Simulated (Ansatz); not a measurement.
Telling isomers of CH7OSSi+ apart by their spectra

These gas-phase data were calculated for one isomer of CH7OSSi+ at B3LYP-D3(BJ)/def2-SVP (harmonic, unscaled wavenumbers; equilibrium rotational constants with average atomic masses):

| Quantity | Value |
| --- | --- |
| rotational constants | 5.392, 2.879, 2.121 GHz |
| all wavenumbers above 1500 cm⁻¹ | 3851, 3140, 3122, 3032, 2653, 2633, 2336 |

Candidates:

(1) `C[Si@H](O)[SH2+]`, a singlet
(2) `C[Si@H]([OH2+])S`, a singlet

Problem. Which candidate do the data belong to?

Solution. Candidate (1). 1 mode lies between 3300 and 4000 cm⁻¹, one for each O–H bond, while (2) has 2.

The same quantities for all candidates:

```
     rotational constants (GHz)                     wavenumbers above 1500 cm⁻¹  E above the lowest, B3LYP-D3(BJ)/def2-SVP (kcal/mol)
(1)         5.392, 2.879, 2.121        3851, 3140, 3122, 3032, 2653, 2633, 2336                                                   1.0
(2)         5.379, 3.019, 2.209  3763, 3671, 3143, 3129, 3036, 2654, 2323, 1580                                                   0.0
```

Each candidate is one conformer. Programs: Ansatz 0.2.0.
